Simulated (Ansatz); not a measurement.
One change: `C[Se]BF` becomes `C[Se][AlH][F]`.

Ansatz, PBE0-D4/def2-TZVP geometries, multiplicity 1. Each molecule was computed in one conformer, which needn't be the lowest.

Scalar relativity is left out up to krypton.

```tsv
property	`C[Se]BF`
LUMO energy (PBE/def2-TZVPP) / eV	-1.57
size of the dipole moment (ωB97M-V/def2-TZVPP) / D	2.14
LUMO energy (ωB97M-V/def2-TZVPP) / eV	1.28
HOMO–LUMO gap (ωB97M-V/def2-TZVPP) / eV	10.67
size of the dipole moment (B3LYP/def2-TZVPP) / D	2.21
zero-point energy (PBE0-D4/def2-TZVP) / kJ/mol	140.3
```

(1) What does the change do to each property? (Estimate.)

Answers

(1) Computed: 
```csv
property,`C[Se][AlH][F]`,shift
LUMO energy (PBE/def2-TZVPP) / eV,-1.67,-0.10
size of the dipole moment (ωB97M-V/def2-TZVPP) / D,2.46,0.32
LUMO energy (ωB97M-V/def2-TZVPP) / eV,0.66,-0.62
HOMO–LUMO gap (ωB97M-V/def2-TZVPP) / eV,9.87,-0.80
size of the dipole moment (B3LYP/def2-TZVPP) / D,2.54,0.33
zero-point energy (PBE0-D4/def2-TZVP) / kJ/mol,125.5,-14.8
```

With PBE0 the HOMO rises by 0.16 eV and the LUMO falls by 0.29 eV, so the gap narrows by about 0.45 eV. PBE moves the HOMO by 0.16 eV and ωB97M-V by 0.17 eV. Dipoles are sizes alone; their direction can turn.

B3LYP here is the variant with VWN-RPA as its local correlation; programs differ in this.

Spin–orbit coupling is left out; it splits and shifts lone-pair levels of the heavy atoms by tenths of an eV.
